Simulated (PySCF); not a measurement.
Species: C4H6F2O.
Numbering: `[CH2:1]=[C:2]([CH2:3][F:4])[O:5][CH2:6][F:7]` (hydrogens: H8, H9 on C1; H10, H11 on C3; H12, H13 on C6)

Method: PBE0-D3(BJ)/def2-SVP geometry optimisation, gas phase in PySCF 2.14.0.

Task: List the bond lengths, angles and torsions at this level.

Result: 
```tsv
bond	length (Å)	order
C1=C2	1.333	double
C2–C3	1.498	single
C3–F4	1.362	single
C2–O5	1.363	single
O5–C6	1.376	single
C6–F7	1.361	single
C1–H8	1.089	single
C1–H9	1.090	single
C3–H10, C3–H11	1.105	single
C6–H12, C6–H13	1.103	single
```

Bonds in one row agree within 0.01 Å and their mean is given. Orders are formal, as drawn. A selection of angles:
```tsv
angle	degrees
C2–C1–H8	118.2
C2–C1–H9	122.6
H8–C1–H9	119.2
C1–C2–C3	124.4
C1–C2–O5	126.8
C3–C2–O5	108.8
C2–C3–F4	111.5
C2–C3–H10	109.5
F4–C3–H10	109.5
H10–C3–H11	107.5
C2–O5–C6	118.4
O5–C6–F7	111.7
O5–C6–H12	106.5
O5–C6–H13	110.6
F7–C6–H12	108.6
F7–C6–H13	108.0
H12–C6–H13	111.6
```

Dihedral angles: C1–C2–C3–F4 -3° (synperiplanar); C1–C2–O5–C6 -16° (synperiplanar); C2–O5–C6–F7 74° (synclinal). The mirror-image conformer, all signs reversed, is as good.

Of the pairs four or more bonds apart, F4···H8 is among the closest relative to their van der Waals radii: 2.39 Å, 89 % of the sum of Bondi's values. The C–C distances run from 1.333 Å (C1=C2, drawn double) to 1.498 Å (C2–C3, drawn single), a spread of 0.165 Å.

Point group: C1 (no symmetry element, even within 0.4 Å). PBE0-D3(BJ)/def2-SVP frequencies: not computed here. The numbers are those of one conformer.

Hardware: an Arm Neoverse V2 with one thread, on a shared host. Cost: 46 s, 0.49 GiB resident at most. That covers the optimisation of the geometry.
